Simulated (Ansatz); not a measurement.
Calculation: B3LYP-D3(BJ)/def2-TZVP run with Ansatz (an electronic-structure program). No frequencies were computed at this level.

Ansatz 0.2 input:
```yaml
crystal:
  periodic: [false, false, false]
  atoms:
    - { symbol: C, position_ang: [-2.264424, -0.599213, -0.158512] }
    - { symbol: C, position_ang: [-1.054615, -0.319244, 0.291507] }
    - { symbol: C, position_ang: [-0.334403, 0.945968, -0.004281] }
    - { symbol: S, position_ang: [1.0174, 0.692741, -1.224] }
    - { symbol: C, position_ang: [2.215327, -0.198529, -0.191429] }
    - { symbol: H, position_ang: [-2.750977, -1.534291, 0.059565] }
    - { symbol: H, position_ang: [-2.818065, 0.100992, -0.762178] }
    - { symbol: H, position_ang: [-0.514456, -1.039432, 0.892266] }
    - { symbol: H, position_ang: [0.124295, 1.37571, 0.887325] }
    - { symbol: H, position_ang: [-0.991706, 1.677028, -0.472249] }
    - { symbol: H, position_ang: [1.826289, -1.177805, 0.070933] }
    - { symbol: H, position_ang: [3.114699, -0.308564, -0.788232] }
    - { symbol: H, position_ang: [2.430632, 0.384638, 0.700013] }
basis:
  gaussian: { orbitals: def2-tzvp }
hamiltonian:
  xc: b3lyp
  dispersion: d3bj
relax:
  max_steps: 150
```

Output:

```
Functional definition: B3LYP
1343 factors; their error is unknown
mean field evaluation 1: about -15102.9811 eV, gradient 7.4e1 eV
mean field evaluation 2: about -15093.0141 eV, gradient 9.4e1 eV
mean field evaluation 4: about -15115.7691 eV, gradient 7.2e0 eV
mean field evaluation 8: about -15115.8898 eV, gradient 3.3e-1 eV
mean field evaluation 16: about -15115.8827 eV, gradient 6.4e-4 eV
mean field -15115.88272272 eV, -555.4984441468 hartree, gradient 1.6e-5 eV, S^2 0.000000; 0 other end points of the search recorded, 0 dependent functions left out
reference -15115.88300790 eV, -555.4984546270 hartree; 24, 24 occupied and 185, 185 virtual orbitals, 1343 factors
relax step   1: F+E_penalty+E_count = -15116.38748262 eV  Δ(F+E_penalty+E_count) = +0.000e0 eV  max|allowed force component| = 3.274e-1 eV/Å  Δτ_max = 0.0000 Å  (31 SCF iters, accepted)
these checks for a lower state are left out or cut short: starts, cluster_reference, orbital_swaps, neighbouring_geometries, increment
1343 factors; their error is unknown
mean field -15115.90222852 eV, -555.4991609715 hartree, gradient 1.4e-5 eV, S^2 0.000000; 0 other end points of the search recorded, 0 dependent functions left out
reference -15115.90251538 eV, -555.4991715135 hartree; 24, 24 occupied and 185, 185 virtual orbitals, 1343 factors
relax step   2: F+E_penalty+E_count = -15116.40278312 eV  Δ(F+E_penalty+E_count) = -1.530e-2 eV  max|allowed force component| = 1.174e-1 eV/Å  Δτ_max = 0.0386 Å  (31 SCF iters, accepted)
these checks for a lower state are left out or cut short: starts, cluster_reference, orbital_swaps, neighbouring_geometries, increment
1343 factors; their error is unknown
mean field evaluation 32: about -15115.9062 eV, gradient 5.5e-3 eV
mean field -15115.90620103 eV, -555.4993069588 hartree, gradient 1.4e-5 eV, S^2 0.000000; 0 other end points of the search recorded, 0 dependent functions left out
reference -15115.90648881 eV, -555.4993175343 hartree; 24, 24 occupied and 185, 185 virtual orbitals, 1343 factors
relax step   3: F+E_penalty+E_count = -15116.40496668 eV  Δ(F+E_penalty+E_count) = -2.184e-3 eV  max|allowed force component| = 1.212e-1 eV/Å  Δτ_max = 0.0551 Å  (32 SCF iters, accepted)
these checks for a lower state are left out or cut short: starts, cluster_reference, orbital_swaps, neighbouring_geometries, increment
1343 factors; their error is unknown
mean field -15115.90742658 eV, -555.4993519968 hartree, gradient 1.4e-5 eV, S^2 0.000000; 0 other end points of the search recorded, 0 dependent functions left out
reference -15115.90771405 eV, -555.4993625611 hartree; 24, 24 occupied and 185, 185 virtual orbitals, 1343 factors
relax step   4: F+E_penalty+E_count = -15116.40662105 eV  Δ(F+E_penalty+E_count) = -1.654e-3 eV  max|allowed force component| = 8.098e-2 eV/Å  Δτ_max = 0.0146 Å  (33 SCF iters, accepted)
these checks for a lower state are left out or cut short: starts, cluster_reference, orbital_swaps, neighbouring_geometries, increment
1343 factors; their error is unknown
mean field -15115.90786580 eV, -555.4993681376 hartree, gradient 1.4e-5 eV, S^2 0.000000; 0 other end points of the search recorded, 0 dependent functions left out
reference -15115.90815321 eV, -555.4993787000 hartree; 24, 24 occupied and 185, 185 virtual orbitals, 1343 factors
relax step   5: F+E_penalty+E_count = -15116.40745943 eV  Δ(F+E_penalty+E_count) = -8.384e-4 eV  max|allowed force component| = 3.712e-2 eV/Å  Δτ_max = 0.0219 Å  (32 SCF iters, accepted)
these checks for a lower state are left out or cut short: starts, cluster_reference, orbital_swaps, neighbouring_geometries, increment
1343 factors; their error is unknown
mean field -15115.90807493 eV, -555.4993758232 hartree, gradient 1.4e-5 eV, S^2 0.000000; 0 other end points of the search recorded, 0 dependent functions left out
reference -15115.90836228 eV, -555.4993863831 hartree; 24, 24 occupied and 185, 185 virtual orbitals, 1343 factors
relax step   6: F+E_penalty+E_count = -15116.40791383 eV  Δ(F+E_penalty+E_count) = -4.544e-4 eV  max|allowed force component| = 1.620e-2 eV/Å  Δτ_max = 0.0280 Å  (31 SCF iters, accepted)
these checks for a lower state are left out or cut short: starts, cluster_reference, orbital_swaps, neighbouring_geometries, increment
1343 factors; their error is unknown
mean field -15115.90881712 eV, -555.4994030981 hartree, gradient 1.4e-5 eV, S^2 0.000000; 0 other end points of the search recorded, 0 dependent functions left out
reference -15115.90910447 eV, -555.4994136579 hartree; 24, 24 occupied and 185, 185 virtual orbitals, 1343 factors
relax step   7: F+E_penalty+E_count = -15116.40858952 eV  Δ(F+E_penalty+E_count) = -6.757e-4 eV  max|allowed force component| = 2.158e-2 eV/Å  Δτ_max = 0.0517 Å  (31 SCF iters, accepted)
these checks for a lower state are left out or cut short: starts, cluster_reference, orbital_swaps, neighbouring_geometries, increment
1343 factors; their error is unknown
mean field evaluation 64: about -15115.9181 eV, gradient 4.8e-3 eV
mean field -15115.90944092 eV, -555.4994260226 hartree, gradient 1.4e-5 eV, S^2 0.000000; 0 other end points of the search recorded, 0 dependent functions left out
reference -15115.90972827 eV, -555.4994365823 hartree; 24, 24 occupied and 185, 185 virtual orbitals, 1343 factors
relax step   8: F+E_penalty+E_count = -15116.40880449 eV  Δ(F+E_penalty+E_count) = -2.150e-4 eV  max|allowed force component| = 2.197e-2 eV/Å  Δτ_max = 0.0260 Å  (32 SCF iters, accepted)
these checks for a lower state are left out or cut short: starts, cluster_reference, orbital_swaps, neighbouring_geometries, increment
1343 factors; their error is unknown
mean field -15115.91005370 eV, -555.4994485418 hartree, gradient 1.4e-5 eV, S^2 0.000000; 0 other end points of the search recorded, 0 dependent functions left out
reference -15115.91034103 eV, -555.4994591010 hartree; 24, 24 occupied and 185, 185 virtual orbitals, 1343 factors
relax step   9: F+E_penalty+E_count = -15116.40894396 eV  Δ(F+E_penalty+E_count) = -1.395e-4 eV  max|allowed force component| = 1.552e-2 eV/Å  Δτ_max = 0.0250 Å  (31 SCF iters, accepted)
these checks for a lower state are left out or cut short: starts, cluster_reference, orbital_swaps, neighbouring_geometries, increment
1343 factors; their error is unknown
mean field -15115.91046922 eV, -555.4994638117 hartree, gradient 1.4e-5 eV, S^2 0.000000; 0 other end points of the search recorded, 0 dependent functions left out
reference -15115.91075643 eV, -555.4994743665 hartree; 24, 24 occupied and 185, 185 virtual orbitals, 1343 factors
relax step  10: F+E_penalty+E_count = -15116.40889908 eV  Δ(F+E_penalty+E_count) = +4.488e-5 eV  max|allowed force component| = 2.659e-2 eV/Å  Δτ_max = 0.0191 Å  (31 SCF iters, rejected (line search))
these checks for a lower state are left out or cut short: starts, cluster_reference, orbital_swaps, neighbouring_geometries, increment
1343 factors; their error is unknown
mean field -15115.91029592 eV, -555.4994574431 hartree, gradient 1.4e-5 eV, S^2 0.000000; 0 other end points of the search recorded, 0 dependent functions left out
reference -15115.91058319 eV, -555.4994680000 hartree; 24, 24 occupied and 185, 185 virtual orbitals, 1343 factors
relax step  11: F+E_penalty+E_count = -15116.40898853 eV  Δ(F+E_penalty+E_count) = -4.457e-5 eV  max|allowed force component| = 8.369e-3 eV/Å  Δτ_max = 0.0093 Å  (33 SCF iters, accepted)
1343 factors; their error is unknown
mean field evaluation 96: about -15115.9103 eV, gradient 1.4e-5 eV
mean field -15115.91029592 eV, -555.4994574431 hartree, gradient 1.4e-5 eV, S^2 0.000000; 1 other end points of the search recorded, 0 dependent functions left out
reference -15115.91058319 eV, -555.4994680000 hartree; 24, 24 occupied and 185, 185 virtual orbitals, 1343 factors
Total energy: -15116.40927579 eV, -555.5177946152 hartree
Atom 0 at    -2.331927    -0.572882    -0.107541 Å, force     0.003178    -0.008369    -0.006709 eV/Å
Atom 1 at    -1.064069    -0.356690     0.218414 Å, force    -0.000162     0.001193    -0.002951 eV/Å
Atom 2 at    -0.324011     0.907211    -0.066464 Å, force     0.002074    -0.001053     0.004013 eV/Å
Atom 3 at     1.076498     0.699493    -1.229049 Å, force     0.000269    -0.001727    -0.000997 eV/Å
Atom 4 at     2.256223    -0.170204    -0.162438 Å, force    -0.004710     0.002788     0.002296 eV/Å
Atom 5 at    -2.822460    -1.512113     0.112782 Å, force    -0.000793     0.004040     0.003365 eV/Å
Atom 6 at    -2.923741     0.181970    -0.613033 Å, force     0.000506     0.002239     0.002477 eV/Å
Atom 7 at    -0.503750    -1.138413     0.721992 Å, force    -0.001547     0.000104     0.000637 eV/Å
Atom 8 at     0.073281     1.351720     0.849609 Å, force     0.000286     0.000098     0.000267 eV/Å
Atom 9 at    -0.979621     1.640950    -0.536352 Å, force     0.000873     0.000055    -0.000432 eV/Å
Atom 10 at     1.898182    -1.161108     0.114239 Å, force     0.000034     0.000722     0.000158 eV/Å
Atom 11 at     3.174950    -0.280810    -0.736688 Å, force    -0.000557     0.000292    -0.001470 eV/Å
Atom 12 at     2.470442     0.410876     0.735257 Å, force     0.000549    -0.000382    -0.000652 eV/Å
Dipole moment:     0.022933    -0.080236     0.292827 e Å
```

Cost: very roughly 2.7 core-minutes.
